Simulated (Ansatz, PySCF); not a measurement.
This Ansatz (an electronic-structure program) input computes a PBE0/def2-TZVPD energy:

Ansatz 0.2 input:
```yaml
crystal:
  periodic: [false, false, false]
  atoms:
    - {symbol: Mg, position_ang: [-0.00000000, -0.00000000, -1.77413315]}
    - {symbol: Br, position_ang: [0.00000000, 0.00000000, 0.60827422]}
basis:
  gaussian:
    orbitals: def2-TZVPD
hamiltonian:
  xc: {name: PBE0}
magnetization: {spin_polarized: true, initial_magnetization: 1}
output: {forces: true}
```

Problem. Write an input for the same energy in PySCF and say what it gives.

Solution. 
```python
from pyscf import gto, scf, dft

mol = gto.M(
    atom='''
    Mg   -0.00000000   -0.00000000   -1.77413315
    Br    0.00000000    0.00000000    0.60827422
    ''',
    basis='def2-tzvpd',
    charge=0,
    spin=1,
    symmetry='C2v',
    verbose=4,
)

mf = dft.UKS(mol, xc='pbe0').density_fit(auxbasis='def2-universal-jkfit')
mf.grids.level = 3
mf.conv_tol = 1e-9
mf.max_cycle = 100
mf.max_memory = 1500
mf.kernel()
if not mf.converged:
    mf = mf.newton()
    mf.kernel(mf.make_rdm1())
mf.analyze()
```
It gives -2773.87972 Eh, and Ansatz -2773.87969 Eh, a difference of 0.03 mEh, from the treatment of integrals and grids.
